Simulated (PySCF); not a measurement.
Si(Me)2(OH)(SH) (C2H8OSSi), SMILES O[Si](C)(S)C. Geometry optimised at PBE-D3(BJ)/def2-SVP. The values are those of a single conformer.

Computed equilibrium geometry at PBE-D3(BJ)/def2-SVP (PySCF confirms it by a frequency run) as Cartesian coordinates in Å (one conformer of several):
```xyz
13

C     -1.5674    -1.2386    -0.2999
Si    -0.0577    -0.2667     0.2338
C      1.5224    -1.2837     0.1493
O     -0.4108     0.2475     1.8023
S      0.3222     1.4300    -1.0755
H     -2.4771    -0.6061    -0.2688
H     -1.7291    -2.1004     0.3799
H     -1.4434    -1.6213    -1.3321
H      1.4457    -2.1602     0.8250
H      2.4086    -0.6911     0.4548
H      1.6993    -1.6544    -0.8808
H      0.2303     0.8871     2.1595
H     -0.9263     1.9530    -0.9184
```
Charge 0, spin multiplicity 1.
